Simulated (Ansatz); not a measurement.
`[NH2][Al]([SiH3])[CH2][SiH3]` + `O[SiH3]` → `[NH2][Al]([SiH3])[SiH2]O` + `C[SiH3]`  (formal exchange of groups at the Al–C bond)

Computed with Ansatz on PBE0-D4/def2-TZVP structures; ΔE is electronic, products minus reactants. CBS: MP2 limit from def2 TZ/QZ plus the TZ coupled-cluster correction, frozen cores. This one scheme is used for every species. DFT in def2-TZVPP. B3LYP here is the variant with VWN-RPA as its local correlation; programs differ in this. Each species was taken in one conformer, which may not be the lowest.

`[NH2][Al]([SiH3])[CH2][SiH3]`:

Z-matrix (Å, degrees):
```
Si
Al 1 2.451
H 1 1.493 2 111.6
H 1 1.493 2 111.4 3 -118.9
H 1 1.492 2 112.7 3 120.6
C 2 1.955 1 124.5 3 60.3
N 2 1.769 1 117.9 3 -120.1
Si 6 1.862 2 113.5 1 132.5
H 6 1.097 2 108.4 1 -107.1
H 6 1.095 2 109.9 1 9.4
H 7 1.007 2 124.8 1 0.7
H 7 1.008 2 125.0 1 -178.0
H 8 1.490 6 110.2 2 60.7
H 8 1.490 6 110.5 2 -58.0
H 8 1.490 6 113.2 2 -178.8
```

`O[SiH3]`:

Z-matrix (Å, degrees):
```
Si
O 1 1.648
H 1 1.489 2 111.7
H 1 1.489 2 111.7 3 120.9
H 1 1.481 2 105.9 3 -119.6
H 2 0.957 1 117.9 3 -60.5
```

`[NH2][Al]([SiH3])[SiH2]O`:

```xyz
13

N    -2.032    0.098   -0.014
Al   -0.283    0.033    0.263
Si    0.473   -0.497    2.541
Si    1.114    0.459   -1.728
O     0.219    0.514   -3.132
H    -2.739   -0.057    0.687
H    -2.460    0.350   -0.891
H     1.350    0.578    3.089
H    -0.661   -0.672    3.495
H     1.273   -1.757    2.571
H     2.213   -0.552   -1.850
H     1.781    1.789   -1.658
H    -0.249   -0.286   -3.372
```

`C[SiH3]`:

Z-matrix (Å, degrees):
```
C
Si 1 1.871
H 1 1.092 2 110.8
H 1 1.092 2 110.8 3 -120.0
H 1 1.092 2 110.8 3 120.0
H 2 1.488 1 110.7 3 -179.9
H 2 1.488 1 110.7 3 -59.9
H 2 1.488 1 110.7 3 60.1
```

**Question.** Is it downhill or uphill in electronic energy at CCSD(T)/CBS, and by how much? (Best estimate.)

**Answer.** Ansatz gave: Uphill: ΔE = +0.22 eV.

**Question.** What do these levels give: PBE-D4, PBE0-D4, B3LYP-D4, ωB97X-V, PBE, r2SCAN, PBE0, B3LYP, HF/def2-TZVPP, SCS-MP2/def2-TZVPP, HF/CBS(def2), CCSD/CBS(def2)? (Estimate.)

**Answer.** Ansatz gave: PBE-D4 0.05, PBE0-D4 0.11, B3LYP-D4 0.17, ωB97X-V 0.19, PBE 0.02, r2SCAN 0.16, PBE0 0.08, B3LYP 0.13, HF/def2-TZVPP 0.23, SCS-MP2/def2-TZVPP 0.29, HF/CBS(def2) 0.24, CCSD/CBS(def2) 0.22 eV.

Largest T1 diagnostic among the species: 0.013.

From PBE to PBE0 (25 % exact exchange), in def2-TZVPP and without D4, ΔE moves by +0.06 eV. The D4 term adds +0.04 eV with B3LYP and +0.02 eV with PBE0; it sums over pairs of atoms, weighted by their polarisabilities, and B3LYP, whose exchange is more repulsive, gets the larger term.
